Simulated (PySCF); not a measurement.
# Correlation energy of Sb (antimony, neutral)

[Kr] 4d10 5s1 5p3 6s1, high-spin 6S determinant (an excited configuration). Computed with PySCF 2.14 in dyall-av2z, with no relativity, point nucleus. Frozen: [Kr] 4d10; 5 electrons correlated; the 62 highest virtual orbitals of each spin left out.

```
  level  correlation energy (mhartree)
   CCSD                         -27.68
    (T)                          -0.28
CCSD(T)                         -27.96
```

Diagnostics: T1 = 0.0063, D1 = 0.0180, largest double amplitude 0.036.

A non-relativistic calculation at this Z misses sizeable relativistic shifts. The outer electron is Rydberg-like, and this basis confines it to a smaller radius and binds it less than a complete one would.

Cost of the coupled-cluster step: roughly 9 core-seconds, for 5 correlated electrons.
